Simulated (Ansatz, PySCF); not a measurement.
Isomers of CH7FSi2: 1 is F[SiH2]C[SiH3], 2 is C[SiH2][SiH2]F; one conformer of each (the lowest of an xTB search), B3LYP-D3(BJ)/def2-TZVP minima.
Isomer 1 (charge 0, multiplicity 1, Z-matrix in Å and degrees):
```
C
H 1 1.0940
H 1 1.0961 2 106.75
Si 1 1.8577 2 109.42 3 -115.81
F 4 1.6103 1 109.23 2 -70.65
H 4 1.4790 5 107.46 1 120.22
H 4 1.4793 6 110.15 5 -116.25
Si 1 1.8824 2 108.88 3 116.73
H 8 1.4796 1 110.42 2 56.18
H 8 1.4824 9 108.92 1 -120.64
H 8 1.4825 9 108.83 10 -118.20
```
Isomer 2 (charge 0, multiplicity 1):
```xyz
11

C     -1.65931    -0.36342     0.37207
Si    -0.29803     0.80892    -0.19303
Si     1.76325    -0.31487    -0.18706
F      2.94646     0.67369    -0.66773
H     -1.73293    -1.22624    -0.29220
H     -2.62617     0.14267     0.37550
H     -1.46654    -0.72867     1.38229
H     -0.57872     1.30544    -1.56392
H     -0.21668     1.98246     0.71299
H      2.11484    -0.80209     1.16986
H      1.75385    -1.47788    -1.10877
```

No zero-point or thermal terms.

Cores are frozen in the correlated methods. Rows in 3-21G carry no dispersion term and start afresh at each structure.

The values were computed with Ansatz (a program for electronic structure); PySCF for 3-21G rows, the dispersion terms. 

```
level                        electronic energy of isomer 2 less that of isomer 1 (kcal/mol)
---------------------------  --------------------------------------------------------------
PBE/def2-TZVPP                                                                         1.36
B3LYP/3-21G                                                                            1.54
PBE0/def2-TZVPP                                                                        2.60
PBE0-D4/def2-TZVPP                                                                     2.86
CAM-B3LYP-D3(BJ)/def2-TZVPP                                                            4.92
wB97X-V/def2-TZVPP                                                                        ?
B2PLYP-D4/def2-TZVPP                                                                      ?
CCSD(T)/cc-pV(D+d)Z                                                                    5.29
CCSD(T)/cc-pV(T+d)Z                                                                    5.31
```

Task: Fill in the missing entries.

Result: 
- wB97X-V/def2-TZVPP, electronic energy of isomer 2 less that of isomer 1 (kcal/mol): 4.53
- B2PLYP-D4/def2-TZVPP, electronic energy of isomer 2 less that of isomer 1 (kcal/mol): 5.10
